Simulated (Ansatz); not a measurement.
Mulliken charges of `C1=C[Se]1` from ωB97M-V/def2-TZVPP in Ansatz (PBE0-D4/def2-TZVP geometry).

```csv
atom,x (Å),y (Å),z (Å),charge (e)
C1,-0.504,-0.285,-0.314,-0.146
C2,0.372,0.511,0.148,-0.146
Se3,0.795,-1.325,0.761,-0.077
H4,-1.392,-0.474,-0.891,0.184
H5,0.779,1.500,0.255,0.184
```

Question: By hand: the dipole of these point charges (1 e Å = 4.8032 D).

Answer: Σ q r = (-0.155, 0.258, -0.151) e Å, of length 0.337 e Å = 1.62 D.

Question: How does the dipole of the full density compare? (Estimate.)

Answer: The calculation gave: (-0.209, 0.349, -0.205) e Å, 2.19 D; the point charges give 0.74 times that, at 0° from its direction.

Point charges leave out the atoms' own dipoles, such as those of lone pairs, and Mulliken's split depends on the basis, so the two needn't agree.
